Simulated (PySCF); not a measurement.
Correlation energy of Se²⁺ (selenium, charge +2)

[Ar] 3d10 4s2 4p2, high-spin 3P determinant. Calculation: PySCF 2.14, in aug-cc-pVQZ-DK (8s7p5d3f2g, 93 functions); the spin-free X2C one-electron Hamiltonian (Gaussian nucleus). Frozen: [Ar] 3d10; 4 electrons correlated.

```
  level  correlation energy (mhartree)
   CCSD                         -75.28
    (T)                          -1.70
CCSD(T)                         -76.98
```

Diagnostics: T1 = 0.0065, D1 = 0.0169, largest double amplitude 0.091.

Cost of the coupled-cluster step: roughly 22 core-seconds, for 4 correlated electrons.

Iterations:

```
CC2 = 0
CCSD nocc = (np.int64(3), np.int64(1)), nmo = (79, 79)
frozen orbitals [[0, 1, 2, 3, 4, 5, 6, 7, 8, 9, 10, 11, 12, 13], [0, 1, 2, 3, 4, 5, 6, 7, 8, 9, 10, 11, 12, 13]]
max_cycle = 100
direct = 0
conv_tol = 1e-08
conv_tol_normt = 1e-06
diis_space = 8
diis_start_cycle = 0
Init t2, MP2 energy = -0.0608966979446131
Init E_corr(UCCSD) = -0.0608966979468271
cycle = 1  E_corr(UCCSD) = -0.0711518702050079  dE = -0.0102551723  norm(t1,t2) = 0.0377869
cycle = 2  E_corr(UCCSD) = -0.0738270694130849  dE = -0.00267519921  norm(t1,t2) = 0.01369
cycle = 3  E_corr(UCCSD) = -0.0753000099585478  dE = -0.00147294055  norm(t1,t2) = 0.0058436
cycle = 4  E_corr(UCCSD) = -0.0752804489442624  dE = 1.95610143e-05  norm(t1,t2) = 0.00084821
cycle = 5  E_corr(UCCSD) = -0.0752853014929439  dE = -4.85254868e-06  norm(t1,t2) = 9.97031e-05
cycle = 6  E_corr(UCCSD) = -0.075284254464709  dE = 1.04702823e-06  norm(t1,t2) = 1.589e-05
cycle = 7  E_corr(UCCSD) = -0.0752845842984277  dE = -3.29833719e-07  norm(t1,t2) = 2.4765e-06
cycle = 8  E_corr(UCCSD) = -0.0752845628549318  dE = 2.14434958e-08  norm(t1,t2) = 4.15043e-07
cycle = 9  E_corr(UCCSD) = -0.0752845532164049  dE = 9.63852696e-09  norm(t1,t2) = 8.25311e-08
UCCSD converged
E(UCCSD) = -2427.067955936132  E_corr = -0.07528455321640488
UCCSD(T) correction = -0.0017004750764897
```
